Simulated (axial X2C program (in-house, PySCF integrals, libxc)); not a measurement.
Which molecule has these constants?

Computed with an in-house relativistic program for diatomic molecules, spin-free (one-electron X2C) or two-component (2c: spin–orbit coupling with atomic mean-field Coulomb and Gaunt terms, which also bring small scalar terms), in Dyall basis sets with cores contracted in-house; open shells are unrestricted.

A two-component PBE0 calculation in a Dyall 3-zeta basis gave Re = 2.924 Å, ωe = 157.7 cm⁻¹, De = 1.00 eV, Ω = 1.

**Question.** Which molecule is it?
A. NaGe⁻
B. LiGe⁻
C. GeH⁻

**Answer.** A. The others have LiGe⁻ 2.598 Å and 298.5 cm⁻¹ (Ω = 1); GeH⁻ 1.624 Å and 1705.4 cm⁻¹ (Ω = 1).

Each entry is the lowest single determinant of a limited PBE0 search at one distance. De goes to single-determinant-based atoms at the same level (for ions the charge split of lowest energy) and is withheld (n/a) where an atom does not fit its ground term or J level. Main or longest-lived isotopes. One determinant is a doubtful description, or other states lie close, for NaGe⁻, LiGe⁻, GeH⁻; these need not be ground states, and all values refer to the states named. Some open-shell Ω = 0 determinants are out of reach, so the Ω given for NaGe⁻, LiGe⁻, GeH⁻ need not be the lowest component. With several unpaired electrons the Ω given is that of one determinant, not necessarily of the lowest component. The functionals have no current term, which raises determinants with orbital currents.
